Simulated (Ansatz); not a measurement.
Saddle point of Si₃N₃H₁₂, doublet (Si₃N₂H₉ ([SiH3][NH][SiH][NH][SiH3]) + NH₃ → Si₂N₂H₇ ([NH2][SiH][NH][SiH3]) + SiNH₅ ([NH2][SiH3]); bonds formed: Si1–N8, N2–H7; bonds broken: Si1–N2, H7–N8), PBE0-D4/def2-TZVP structure:

```csv
atom,x (Å),y (Å),z (Å)
Si1,0.7227,0.1344,0.8262
N2,1.0715,-0.0361,-1.0446
Si3,-0.1541,-0.7463,-2.0919
N4,-0.4830,1.4396,0.8895
Si5,-2.1469,1.2136,1.2873
H6,-0.2467,-0.9943,1.0276
H7,1.9045,-0.7727,-0.5393
N8,2.2421,-1.1363,0.7522
H9,1.4797,0.8093,-1.4296
H10,-1.4146,0.0316,-2.0487
H11,-0.3827,-2.1283,-1.6108
H12,0.3604,-0.7696,-3.4863
H13,-0.1257,2.3738,1.0264
H14,-2.3689,0.6282,2.6415
H15,-2.8024,0.2993,0.3132
H16,-2.8369,2.5340,1.2498
H17,2.0630,-2.0716,1.1006
H18,3.1182,-0.8083,1.1370
```

Energies are electronic, without zero-point energy. Barriers and step energies count from the start structure reached by relaxing down the imaginary mode; all methods use the PBE0-D4 structures, on which another method's saddle can fall below an end. Program: Ansatz 0.2.0. Basis: def2-TZVPP, with def2-QZVPP for the basis limit. Cores are frozen in the correlated methods; orbitals are unrestricted. B3LYP uses VWN-RPA correlation. Extrapolation: Hartree–Fock as exp(−7.88 √X), correlation as X^−2.97.

```json
{"method": "SPW92", "barrier (eV)": "0.730", "step energy (eV)": "0.159"}
{"method": "PBE-D4", "barrier (eV)": "1.055", "step energy (eV)": "0.177"}
{"method": "BLYP-D4", "barrier (eV)": "1.295", "step energy (eV)": "0.185"}
{"method": "r2SCAN-D4", "barrier (eV)": "?", "step energy (eV)": "0.173"}
{"method": "B97M-V", "barrier (eV)": "1.383", "step energy (eV)": "0.191"}
{"method": "PBE0-D4", "barrier (eV)": "1.211", "step energy (eV)": "0.170"}
{"method": "B3LYP-D4", "barrier (eV)": "1.392", "step energy (eV)": "0.170"}
{"method": "r2SCAN0-D4", "barrier (eV)": "1.298", "step energy (eV)": "0.167"}
{"method": "BHLYP-D4", "barrier (eV)": "1.587", "step energy (eV)": "0.170"}
{"method": "CAM-B3LYP-D4", "barrier (eV)": "1.402", "step energy (eV)": "0.143"}
{"method": "wB97X-V", "barrier (eV)": "1.360", "step energy (eV)": "0.157"}
{"method": "wB97M-V", "barrier (eV)": "1.335", "step energy (eV)": "0.175"}
{"method": "B2PLYP", "barrier (eV)": "1.373", "step energy (eV)": "0.161"}
{"method": "PBE-QIDH", "barrier (eV)": "?", "step energy (eV)": "0.178"}
{"method": "RPA on PBE", "barrier (eV)": "1.333", "step energy (eV)": "0.202"}
{"method": "HF", "barrier (eV)": "2.096", "step energy (eV)": "0.120"}
{"method": "MP2", "barrier (eV)": "?", "step energy (eV)": "0.197"}
{"method": "CCSD", "barrier (eV)": "1.478", "step energy (eV)": "0.177"}
{"method": "CCSD(T)", "barrier (eV)": "1.359", "step energy (eV)": "0.191"}
```

Task: Fill in the withheld barriers. (To be estimated.)

Result: Computed: r2SCAN-D4 1.197; PBE-QIDH 1.295; MP2 1.298 eV. Each is the energy of the saddle less that of the start structure, by the same method.

For comparison, the barrier by CCSD(T) at an estimated basis limit (MP2 extrapolated from triple and quadruple zeta, plus CCSD(T) − MP2 in triple zeta) is 1.354 eV.

The T1 diagnostic stays at or below 0.014. ⟨S²⟩ of the unrestricted Hartree–Fock references: 0.75 to 0.76 (a pure state has 0.75).

Labels in which every atom is bracketed show which atoms are joined, not bond orders.

For scale, one of the runs: CCSD(T)/def2-TZVPP, 387 basis functions, launched by `ansatz run in.yaml --threads 4 --pin off --events-out ev --progress --plain --max-ram 46080MiB --backend cuda --devices 0, --max-vram 37GiB`. Hardware: 4 CPU threads of an AMD EPYC 7R13 and a share of one NVIDIA H100, shared host. Wall time 7.1 min; peak host memory 1.7 GiB.
